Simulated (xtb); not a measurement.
BF, triplet, from a rough starting geometry (the spin is typed, not shown lowest); GFN2-xTB in xtb 6.7.1.

Input for xtb:
```
$ xtb mol.xyz --gfn 2 --uhf 2 --opt vtight --json

# file mol.xyz
2

B     -0.33361376    -0.29710481    -0.45551825
F      0.29215193     0.22246824     0.44269185
```

### Question
Predict the main parts of the log of this xtb run.

### Answer

```
   ID    Z sym.   atoms
    1    5 B      1
    2    9 F      2

           -------------------------------------------------
          |                Calculation Setup                |
           -------------------------------------------------

           -------------------------------------------------
          |                 G F N 2 - x T B                 |
           -------------------------------------------------

          ...................................................
          :                      SETUP                      :
          :.................................................:
          :  # basis functions                   8          :
          :  # atomic orbitals                   8          :
          :  # shells                            4          :
          :  # electrons                        10          :
          :  max. iterations                   250          :
          :  Hamiltonian                  GFN2-xTB          :
          :  restarted?                      false          :
          :  GBSA solvation                  false          :
          :  PC potential                    false          :
          :  electronic temp.          300.0000000     K    :
          :  accuracy                    1.0000000          :
          :  -> integral cutoff          0.2500000E+02      :
          :  -> integral neglect         0.1000000E-07      :
          :  -> SCF convergence          0.1000000E-05 Eh   :
          :  -> wf. convergence          0.1000000E-03 e    :
          :  Broyden damping             0.4000000          :
          :  net charge                          0          :
          :  unpaired electrons                  2          :
          ...................................................

 iter      E             dE          RMSdq      gap      omega  full diag
   1     -5.7992897 -0.579929E+01  0.112E+01    0.00       0.0  T
   2     -5.8010219 -0.173224E-02  0.634E+00    0.00       1.0  T
   3     -5.8019226 -0.900681E-03  0.106E+00    0.00       1.0  T
   4     -5.8036520 -0.172940E-02  0.315E-01    0.00       1.0  T
   5     -5.8033086  0.343434E-03  0.515E-01    0.00       1.0  T
   6     -5.8037992 -0.490580E-03  0.295E-02    0.00       2.4  T
   7     -5.8037999 -0.679879E-06  0.127E-02    0.00       5.6  T
   8     -5.8037998  0.609334E-07  0.589E-03    0.00      12.0  T
   9     -5.8037999 -0.669332E-07  0.283E-04    0.00     249.8  T
  10     -5.8037999 -0.940554E-10  0.688E-05    0.00    1027.4  T

   *** convergence criteria satisfied after 10 iterations ***

 transition dipole moment (au) for excitation:           5           6
     X       Y       Z
  -0.0853  -0.6116   0.4132  total (au/Debye):    0.743   1.889
 dE (eV)             :    3.962
 oscillator strength :  0.75790E-01

         :::::::::::::::::::::::::::::::::::::::::::::::::::::
         ::                     SUMMARY                     ::
         :::::::::::::::::::::::::::::::::::::::::::::::::::::
         :: total energy              -5.764103248167 Eh    ::
         :: gradient norm              0.228821892564 Eh/a0 ::
         :: HOMO-LUMO gap              0.000000000000 eV    ::
         ::.................................................::
         :: SCC energy                -5.803799857418 Eh    ::
         :: -> isotropic ES            0.022354515646 Eh    ::
         :: -> anisotropic ES         -0.000051429373 Eh    ::
         :: -> anisotropic XC         -0.001222022952 Eh    ::
         :: -> dispersion             -0.000243388361 Eh    ::
         :: repulsion energy           0.039696609251 Eh    ::
         :: add. restraining           0.000000000000 Eh    ::
         :: total charge              -0.000000000000 e     ::
         :::::::::::::::::::::::::::::::::::::::::::::::::::::

      -----------------------------------------------------------
     |                   =====================                   |
[...]
 * total energy  :    -5.7641032 Eh     change       -0.1083222E-10 Eh
 * total energy  :    -5.7796769 Eh     change       -0.1557369E-01 Eh
 * total energy  :    -5.7806512 Eh     change       -0.9742197E-03 Eh
 * total energy  :    -5.7808077 Eh     change       -0.1565330E-03 Eh
 * total energy  :    -5.7808104 Eh     change       -0.2669841E-05 Eh
 * total energy  :    -5.7808104 Eh     change       -0.5755600E-08 Eh
   *** GEOMETRY OPTIMIZATION CONVERGED AFTER 6 ITERATIONS ***
[...]
 dE (eV)             :    3.364
 oscillator strength :  0.68145E-01

         :::::::::::::::::::::::::::::::::::::::::::::::::::::
         ::                     SUMMARY                     ::
         :::::::::::::::::::::::::::::::::::::::::::::::::::::
         :: total energy              -5.780810370083 Eh    ::
         :: gradient norm              0.000053796591 Eh/a0 ::
         :: HOMO-LUMO gap              0.000000000007 eV    ::
         ::.................................................::
         :: SCC energy                -5.793508541956 Eh    ::
         :: -> isotropic ES            0.024398573807 Eh    ::
         :: -> anisotropic ES          0.000000570656 Eh    ::
         :: -> anisotropic XC         -0.000878980528 Eh    ::
         :: -> dispersion             -0.000244101956 Eh    ::
         :: repulsion energy           0.012698171873 Eh    ::
         :: add. restraining           0.000000000000 Eh    ::
         :: total charge              -0.000000000000 e     ::
         :::::::::::::::::::::::::::::::::::::::::::::::::::::

           -------------------------------------------------
          |                Property Printout                |
           -------------------------------------------------

    * Orbital Energies and Occupations

         #    Occupation            Energy/Eh            Energy/eV
      -------------------------------------------------------------
         1        2.0000           -0.8044180             -21.8893
         2        2.0000           -0.5343519             -14.5405
         3        2.0000           -0.5123174             -13.9409
         4        2.0000           -0.5123174             -13.9409
         5        1.0000           -0.3660366              -9.9604
         6        0.5000           -0.2424106              -6.5963 (HOMO)
         7        0.5000           -0.2424106              -6.5963 (LUMO)
         8                          0.3630417               9.8789
      -------------------------------------------------------------
                  HL-Gap            0.0000000 Eh            0.0000 eV
             Fermi-level           -0.3407938 Eh           -9.2735 eV

     #   Z          covCN         q      C6AA      α(0)
     1   5 B        0.722     0.237    57.056    15.900
     2   9 F        0.722    -0.237    11.636     4.028

 Mol. C6AA /au·bohr⁶  :        113.402232
 Mol. C8AA /au·bohr⁸  :       3640.037551
 Mol. α(0) /au        :         19.928329

Wiberg/Mayer (AO) data.
largest (>0.10) Wiberg bond orders for each atom

 ---------------------------------------------------------------------------
     #   Z sym  total        # sym  WBO       # sym  WBO       # sym  WBO
 ---------------------------------------------------------------------------
     1   5 B    1.164 --     2 F    1.164
     2   9 F    1.164 --     1 B    1.164
 ---------------------------------------------------------------------------

Topologies differ in total number of bonds
Writing topology from bond orders to xtbtopo.mol

molecular dipole:
                 x           y           z       tot (Debye)
 q only:       -0.311      -0.258      -0.446
   full:       -0.273      -0.227      -0.393       1.346
molecular quadrupole (traceless):
                xx          xy          yy          xz          yz          zz
 q only:        0.001       0.048       0.019       0.032       0.052      -0.020
  q+dip:        0.063      -0.166       0.157      -0.332      -0.253      -0.220
   full:        0.102      -0.295       0.244      -0.554      -0.438      -0.346

optimized geometry written to: xtbopt.xyz

           -------------------------------------------------
          | TOTAL ENERGY               -5.780810370083 Eh   |
          | GRADIENT NORM               0.000053796591 Eh/α |
          | HOMO-LUMO GAP               0.000000000007 eV   |
           -------------------------------------------------

normal termination of xtb
```
